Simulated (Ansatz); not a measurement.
Basis-set series for H$_{12}$N$_{2}$Si$_{4}$Zn (`[SiH3][N]([SiH3])[Zn][N]([SiH3])[SiH3]`). The species carries charge 0 and has multiplicity 1. Geometry: relaxed with PBE0-D4/def2-TZVP. It is one conformer, not always the lowest.

```tsv
functional	basis	functions	energy (Eh)	HOMO (eV)	LUMO (eV)
PBE0-D4	def2-SVP	191	-3052.60801	-7.46	-1.18
PBE0-D4	def2-TZVPP	462	-3053.41001	-7.59	-1.35
ωB97M-V	def2-SVP	191	-3053.21867	-9.68	0.51
ωB97M-V	def2-TZVPP	462	-3054.02872	-9.85	0.34
```

Task: Give the rows for def2-QZVPP. (An estimate is asked.)

Result: The calculation gave: 
```json
{"functional": "PBE0-D4", "basis": "def2-QZVPP", "functions": "854", "energy (Eh)": "-3053.50229", "HOMO (eV)": "-7.59", "LUMO (eV)": "-1.37"}
{"functional": "ωB97M-V", "basis": "def2-QZVPP", "functions": "854", "energy (Eh)": "-3054.11556", "HOMO (eV)": "-9.86", "LUMO (eV)": "0.23"}
```

Positive LUMOs are unbound and depend on the basis. Scalar relativity is left out up to krypton.

Results of the Gaussian-basis code of Ansatz.
